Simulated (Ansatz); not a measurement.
`O[CH2][AlH][Cl]` + HCl → `[Cl][AlH][Cl]` + CH₃OH at 600 K and 1 bar (ligand exchange at the Al–C bond).

Gas-phase electronic energies from Ansatz, PBE0-D4/def2-TZVP geometries. CCSD(T)/CBS adds triple-zeta CCSD(T) − MP2 to the extrapolated MP2 energy (def2 sets, frozen cores). This one scheme is used for every species. One conformer a species, not always the lowest.

| species | CCSD(T)/CBS energy (Eh) | H − E (kJ/mol) | S (J/(mol·K)) |
| --- | --- | --- | --- |
| `O[CH2][AlH][Cl]` | -817.47197 | 181.6 | 413.6 |
| HCl | -460.38127 | 35.4 | 207.2 |
| `[Cl][AlH][Cl]` | -1162.30651 | 60.0 | 335.4 |
| CH₃OH | -115.61712 | 163.6 | 277.3 |

H − E and S are ideal-gas, rigid-rotor, harmonic terms from PBE0-D4/def2-TZVP, for one conformer and one mirror image of each species. 1 Eh = 2625.50 kJ/mol, R = 8.31446 J/(mol·K).

By hand: ΔE, ΔH, ΔS and ΔG.

ΔE = (-1162.30651) + (-115.61712) − (-817.47197) − (-460.38127) = -0.07039 Eh = -184.8 kJ/mol. Δ(H − E) = 60.0 + 163.6 − 181.6 − 35.4 = 6.6, so ΔH = -178.2 kJ/mol. ΔS = 335.4 + 277.3 − 413.6 − 207.2 = -8.1 J/(mol·K). ΔG = -178.2 − 600 × (-8.1)/1000 = -173.3 kJ/mol.

By hand: the equilibrium constant, and the temperature at which ΔG would vanish if ΔH and ΔS stayed fixed.

log₁₀ K = −ΔG/(RT ln 10) = 15.1. ΔG = 0 at ΔH/ΔS = 22000 K, far beyond where these terms or the molecules hold.

The number of gas molecules stays the same, so ΔS is small and ΔH decides. A doubt of 5 kJ/mol in ΔE shifts log₁₀ K by 0.4 here. Other conformers and mirror images would add mixing entropy, several J/(mol·K) or more a flexible species. Modes under 60 cm⁻¹, often nearly free rotors, make the harmonic entropy too high. These are equilibria of isolated gas molecules and say nothing of rates. Largest T1 diagnostic: 0.010 (customary marks: 0.02 for closed shells, 0.045 for open ones).
